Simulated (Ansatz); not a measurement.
Basis sets compared for TbCl3. Total charge 0; septet. Geometry B3LYP-D4/def2-SVP. Ansatz on 4 threads of Arm Neoverse V1 on a shared host; times are rough, and most runs start from earlier orbitals.

```xyz
4

Tb   -0.069    0.077   -0.101
Cl   -0.294   -2.054   -1.308
Cl    2.037    1.337   -0.267
Cl   -1.674    0.640    1.676
```

In the def2 sets Tb takes a core potential; there is no spin–orbit coupling. With an open 4f shell the SCF may have ended on a state above the lowest.

| level | functions | energy (Eh) | HOMO (eV) | LUMO (eV) | wall time |
| --- | --- | --- | --- | --- | --- |
| PBE-D4/def2-SVP | 131 | -2203.4742 | -6.57 | -5.83 | 34 s |
| PBE0-D4/def2-SVP | 131 | -2203.4506 | -8.83 | -3.08 | 61 s |

Task: Estimate the rows for PBE-D4/def2-TZVP (with forces), PBE0-D4/def2-TZVP.

Result: 
```csv
level,functions,energy (Eh),HOMO (eV),LUMO (eV),wall time
PBE-D4/def2-TZVP (with forces),203,-2203.9792,-6.79,-6.05,1.9 min
PBE0-D4/def2-TZVP,203,-2203.9460,-9.06,-3.19,2.4 min
```
